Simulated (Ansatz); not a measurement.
Ansatz (a first-principles code) input (PBE/6-31G*):

Ansatz 0.2 input:
```yaml
crystal:
  periodic: [false, false, false]
  atoms:
    - {symbol: S, position_ang: [-0.25938400, 1.85037200, -0.10286500]}
    - {symbol: B, position_ang: [-0.02007600, 0.14321800, -0.00796200]}
    - {symbol: S, position_ang: [1.69434800, -0.60639400, -0.13030600]}
    - {symbol: S, position_ang: [-1.46499800, -1.02972500, 0.22126000]}
    - {symbol: H, position_ang: [1.42259800, -1.92037000, -0.01079300]}
    - {symbol: H, position_ang: [-0.84167600, -2.22376600, 0.24117100]}
basis:
  gaussian:
    orbitals: 6-31G*
hamiltonian:
  xc: {name: PBE}
total_charge: -1
relax: {f_tol: 0.003, max_steps: 120}
```

From the output:

```
integrals: 0.03 GiB planned
863 factors; their error is unknown
mean field: 0.17 GiB planned
mean field -33202.29575017 eV, -1220.1618634945 hartree, gradient 1.8e-5 eV, S^2 0.000000; 0 other end points of the search recorded, 0 dependent functions left out
the calculation of the forces begins
reference -33202.29578167 eV, -1220.1618646520 hartree; 28, 28 occupied and 48, 48 virtual orbitals, 863 factors
relax step   5: F+E_penalty+E_count = -33202.29575017 eV  Δ(F+E_penalty+E_count) = +1.961e-6 eV  max|allowed force component| = 2.101e-2 eV/Å  Δτ_max = 0.0039 Å  (23 SCF iters, rejected (line search))
these checks for a lower state are left out or cut short: starts, cluster_reference, orbital_swaps, neighbouring_geometries, increment
integrals: 0.03 GiB planned
863 factors; their error is unknown
mean field: 0.17 GiB planned
mean field -33202.29576606 eV, -1220.1618640782 hartree, gradient 7.3e-5 eV, S^2 0.000000; 0 other end points of the search recorded, 0 dependent functions left out
the calculation of the forces begins
reference -33202.29579755 eV, -1220.1618652357 hartree; 28, 28 occupied and 48, 48 virtual orbitals, 863 factors
relax step   6: F+E_penalty+E_count = -33202.29576606 eV  Δ(F+E_penalty+E_count) = -1.392e-5 eV  max|allowed force component| = 3.557e-4 eV/Å  Δτ_max = 0.0012 Å  (20 SCF iters, accepted)
integrals: 0.03 GiB planned
863 factors; their error is unknown
mean field: 0.17 GiB planned
mean field evaluation 64: about -33202.2958 eV, gradient 3.6e-2 eV
mean field -33202.29576606 eV, -1220.1618640782 hartree, gradient 7.3e-5 eV, S^2 0.000000; 1 other end points of the search recorded, 0 dependent functions left out
the calculation of the forces begins
reference -33202.29579755 eV, -1220.1618652357 hartree; 28, 28 occupied and 48, 48 virtual orbitals, 863 factors
Total energy: -33202.29579755 eV, -1220.1618652357 hartree
Atom 0 at    -0.262402     1.871899    -0.104062 Å, force    -0.000002     0.000014    -0.000001 eV/Å
Atom 1 at    -0.021237     0.151497    -0.008422 Å, force     0.000050    -0.000356     0.000020 eV/Å
Atom 2 at     1.711272    -0.597206    -0.132673 Å, force    -0.000223     0.000308     0.000001 eV/Å
Atom 3 at    -1.483826    -1.025328     0.222872 Å, force     0.000130     0.000356    -0.000038 eV/Å
Atom 4 at     1.460267    -1.937426    -0.013440 Å, force    -0.000156    -0.000185     0.000029 eV/Å
Atom 5 at    -0.873263    -2.250102     0.246230 Å, force     0.000202    -0.000137    -0.000011 eV/Å
Dipole moment:     0.135023    -0.963216     0.053547 e Å
```

The dipole moment of an ion depends on the origin.

The geometry given is a B3LYP-D3(BJ)/def2-TZVP minimum.
